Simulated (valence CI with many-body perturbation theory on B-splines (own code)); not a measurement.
**Assign the levels of Sb+**

Calculated by configuration interaction combined with many-body perturbation theory (CI+MBPT): four valence electrons over a frozen Dirac-Fock core [Kr] 4d10, a basis of 11 s, 11 p, 9 d, 7 f, 5 g, 2 h, 1 i functions for each j, with the one-electron correlation potential Σ1 (screened to all orders), the two-electron term Σ2, the three-electron term Σ3, Breit, model QED; selected single and double excitations, second order for the rest, scaled by the run's own slope (own B-spline code, finite nucleus).

Set against measurement, 27 paired levels are off by 122 cm⁻¹ on average, the worst by 285. These come from a selection out of the NIST Handbook of Basic Atomic Spectroscopic Data. Levels without a partner in it may be off by more. Among the levels kept, up to 400 cm⁻¹ of a level comes from second order outside the variational space, and about a tenth of that is noise between levels of different J, which matters for small intervals.

| No. | J | Parity | E (eV) | g |
| --- | --- | --- | --- | --- |
| 2 | 1 | even | 0.3794 | 1.501 |
| 3 | 2 | even | 0.7006 | 1.418 |
| 4 | 2 | even | 1.578 | 1.083 |
| 6 | 2 | odd | 6.378 | 1.991 |
| 9 | 3 | odd | 8.382 | 1.331 |
| 13 | 2 | odd | 9.348 | 1.458 |
| 18 | 3 | odd | 9.627 | 1.090 |
| 20 | 4 | odd | 10.053 | 1.250 |

Energies count from the lowest level. Strongly mixed levels and levels close to another of their J and parity, and those with J = 0 are left out, so the numbers can have gaps.

Give configuration and LS term of each level.

2: 5s2 5p2 3P; 3: 5s2 5p2 3P; 4: 5s2 5p2 1D; 6: 5s 5p3 5S°; 9: 5s 5p3 3D°; 13: 5s2 5p 6s 3P°; 18: 5s2 5p 5d 3F°; 20: 5s2 5p 5d 3F°.
